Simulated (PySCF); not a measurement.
C$_{6}$H$_{13}$BO$_{2}$, charge +1, doublet, geometry from GFN2-xTB (a state made from the parent by changing its charge; the spin is typed, not shown lowest). Base run: PBE/STO-3G (PySCF).

The PySCF input:
```python
from pyscf import gto, scf, dft

mol = gto.Mole()
mol.atom = '''
    C    -1.72969277   -0.04080963    0.91568295
    C    -0.77626925   -0.14906699   -0.29952640
    C    -1.17041749   -1.30441677   -1.18094652
    O    -0.74828285    1.05022552   -0.97668833
    B     0.21566696    1.87872518   -0.47685827
    O     1.00655457    1.19963970    0.40562724
    C     0.74172185   -0.15188344    0.37591368
    C     0.92774225   -0.80958379    1.71752242
    C     1.62917612   -0.83481442   -0.69343194
    H    -2.71646651    0.18308109    0.50925777
    H    -1.43809812    0.77572084    1.57122338
    H    -1.76675386   -0.97679102    1.46323278
    H    -2.21689995   -1.19119111   -1.47039829
    H    -0.60259359   -1.32287425   -2.10774338
    H    -1.07303042   -2.25008196   -0.65470317
    H     0.34354091    2.99266504   -0.75959864
    H     0.41999245   -0.26780681    2.51149026
    H     1.98840654   -0.79926831    1.97561696
    H     0.60280030   -1.84620237    1.69442261
    H     1.48322898   -0.38257540   -1.67101161
    H     2.66149540   -0.66194728   -0.38771189
    H     1.43630502   -1.90182591   -0.73258185
'''
mol.basis = 'sto-3g'
mol.charge = 1
mol.spin = 1
mol.verbose = 4
mol.build()

mf = dft.UKS(mol)
mf.xc = 'pbe'
mf.kernel()
mf.analyze()
```

Variants of this job, named by their change:

```tsv
change	ΔE vs base (mEh)	fitting functions
base	0.000	-
auxbasis = autoaux	-13.311	685
auxbasis = cc-pvtz-ri	-2.774	1119
auxbasis = def2-svp-ri	-28.998	614
auxbasis = default (with mf = mf.density_fit())	-2.933	913
auxbasis = cc-pvdz-jkfit	-0.620	929
auxbasis = even-tempered beta=1.6	-12.569	721
auxbasis = def2-universal-jkfit	-2.933	913
auxbasis = def2-tzvp-ri	-2.330	879
auxbasis = cc-pvqz-jkfit	-0.269	1617
```

A fitting set is made for a task (jfit for Coulomb, jkfit for Coulomb and exchange, ri for correlation) and for a family of orbital bases.

Open shells are given as the SCF converged; they aren't shown to be the lowest states, and a large step between rows can be another state.
